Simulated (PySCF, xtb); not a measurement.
Mo(NH)2(Cl)(NH2) (ClH4MoN3), SMILES [NH]=[Mo](=[NH])([NH2])[Cl], multiplicity 1. One conformer was computed; it need not be the lowest.

Harmonic wavenumbers (cm⁻¹) from GFN2-xTB in xtb 6.7.1 at its own minimum, in rising order: 133, 152, 198, 198, 239, 319, 323, 525, 527, 537, 585, 633, 654, 658, 947, 1011, 1463, 3312, 3326, 3408, 3413.

### Question
What does PBE-D3(BJ)/def2-SVP (PySCF 2.14.0) give at its own minimum? (An estimate is asked for; the answer gives what the named calculation found.)

### Answer
148, 173, 216, 230, 269, 319, 384, 404, 474, 573, 592, 689, 698, 713, 962, 982, 1455, 3471, 3506, 3509, 3575. Paired by order, the mean absolute difference is 57 cm⁻¹ and the zero-point energies are 32.3 and 33.4 kcal/mol.
